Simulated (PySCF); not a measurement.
Ligand exchange on a metal centre used in film growth or etching (Mo F-OH). Isolated molecules, 0 K electronic values unless said otherwise. One relaxed conformer stands for each flexible species; it need not be the lowest.

Quantity: redistribution energy (mixed species minus the weighted end members), in kcal/mol.

A: 4 of 6 F replaced by OH: [Mo(F)2(OH)4]
B: 1 of 6 F replaced by OH: [Mo(F)5(OH)]
C: 3 of 6 F replaced by OH: [Mo(F)3(OH)3]

Problem. Rank these by redistribution energy (mixed species minus the weighted end members) (lowest first), as PBE-D3(BJ)/def2-TZVP // TPSS-D3(BJ)/def2-SVP (PySCF) gives it.

Solution. C (-6.09 kcal/mol), A (-5.20 kcal/mol), B (-1.44 kcal/mol)
